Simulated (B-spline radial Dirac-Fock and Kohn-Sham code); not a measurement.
**Mn¹²⁺: non-radiative channels of the 2s vacancy**

System: manganese as Mn¹²⁺, [Ne] 3s2 3p1.

Level of theory: independent-particle radiative and Coulomb Auger rates from relativistic LDA hole-state orbitals, with Dirac-Fock energies; a radial finite-basis atomic code. Kinetic energies are configuration averages from the vacuum level; the two-hole energies are estimated from single-hole states.

| transition | kinetic energy (eV) | width (meV) | share (%) |
| --- | --- | --- | --- |
| L1-M1M1 | 357.1 | 45.6 | 50.5 |
| L1-M1M2 | 389.5 | 15.0 | 16.6 |
| L1-M1M3 | 391.5 | 29.6 | 32.8 |

The listed channels hold 100 % of the non-radiative rate. Summed by principal shells, of 0.0903 eV in all: LMM 100.0 %.

Values without a named source are computed, but for edge energies of neutral atoms, which are taken from tables.
